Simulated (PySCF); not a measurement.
## Tm⁴⁸⁺: ionisation energy

Tm⁴⁸⁺ [Ar] 3d3 [3d3/2^3, M_J = 3/2] → Tm⁴⁹⁺ [Ar] 3d2 [3d3/2^2, M_J = 2], as a difference of total energies. Computed with PySCF 2.14 in an even-tempered Gaussian basis (15 s from 12 bohr⁻², ratio 2.8; 12 p from 16 bohr⁻², ratio 2.8; 8 d from 16 bohr⁻², ratio 2.8; 3 f from 51 bohr⁻², ratio 3), with the two-component X2C-1e Hamiltonian. Correlated levels: [Ne] frozen; the 72 highest virtual spinors dropped. "Screened" scales the spin-orbit matrix elements by Boettger's factors to mimic the two-electron term; Breit and QED terms are absent.

```json
{"method": "GHF (spin-free)", "ionisation energy (eV)": "4180.7"}
{"method": "GMP2 (spin-free)", "ionisation energy (eV)": "4180.5"}
{"method": "GHF (screened spin-orbit)", "ionisation energy (eV)": "4200.8"}
{"method": "GMP2 (screened spin-orbit)", "ionisation energy (eV)": "4201.6"}
```

Breit and QED terms and the two-electron picture change are absent.

The spin-free rows relax to the high-spin LS determinant and lack the spin-orbit shift.

The labels give the starting determinants; with spin-orbit coupling the two ends relaxed to ⟨J²⟩ = 3.78, ⟨L²⟩ = 7.78, ⟨S²⟩ = 2.10 and ⟨J²⟩ = 6.02, ⟨L²⟩ = 10.18, ⟨S²⟩ = 1.53.

For comparison: 4199 ± 4 eV (theoretical estimate listed by NIST; NIST Atomic Spectra Database, ionization energies).
